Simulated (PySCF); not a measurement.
# Fractional electron number in Cu²⁺ (copper, charge +2)

The 3d beta orbital of [Ar] 3d9 is emptied in steps (occupation f), with all orbitals relaxed, ending at [Ar] 3d8. Computed with PySCF 2.14 in aug-cc-pVTZ-DK, with the spin-free X2C one-electron Hamiltonian (Gaussian nucleus). The exact energy is a straight line in f; departures are measured from the line between the end points of the same method.

```json
{"f": "1", "BHandHLYP (eV)": "0.000", "wB97X (eV)": "0.000", "B3LYP (eV)": "0.000"}
{"f": "0.9", "BHandHLYP (eV)": "-0.231", "wB97X (eV)": "-0.296", "B3LYP (eV)": "-0.573"}
{"f": "0.7", "BHandHLYP (eV)": "-0.551", "wB97X (eV)": "-0.701", "B3LYP (eV)": "-1.349"}
{"f": "0.5", "BHandHLYP (eV)": "-0.669", "wB97X (eV)": "-0.846", "B3LYP (eV)": "-1.618"}
{"f": "0.3", "BHandHLYP (eV)": "-0.573", "wB97X (eV)": "-0.718", "B3LYP (eV)": "-1.369"}
{"f": "0.1", "BHandHLYP (eV)": "-0.250", "wB97X (eV)": "-0.310", "B3LYP (eV)": "-0.591"}
{"f": "0", "BHandHLYP (eV)": "0.000", "wB97X (eV)": "0.000", "B3LYP (eV)": "0.000"}
```

Q: For wB97X, how does the orbital energy at f = 1 compare with the removal energy?

A: −ε = 33.578 eV against a total-energy difference of 36.846 eV. By Janak's theorem ε = ∂E/∂f, so the gap between them reflects the curvature. Along the path −ε is 34.189 (f = 0.9), 35.462 (f = 0.7), 36.797 (f = 0.5), 38.179 (f = 0.3), 39.592 (f = 0.1) eV.

```tsv
method	E(f=0) − E(f=1) (eV)	−ε at f=1 (eV)	−ε at f=0.5 (eV)
BHandHLYP	36.340	33.807	36.274
wB97X	36.846	33.578	36.797
B3LYP	37.169	30.825	37.109
```

Reference removal energy between the ground levels: 36.841 ± 0.012 eV (measured; NIST Atomic Spectra Database, ionization energies). The calculation has no spin-orbit coupling. The determinant left behind need not be the lowest term of the ion.
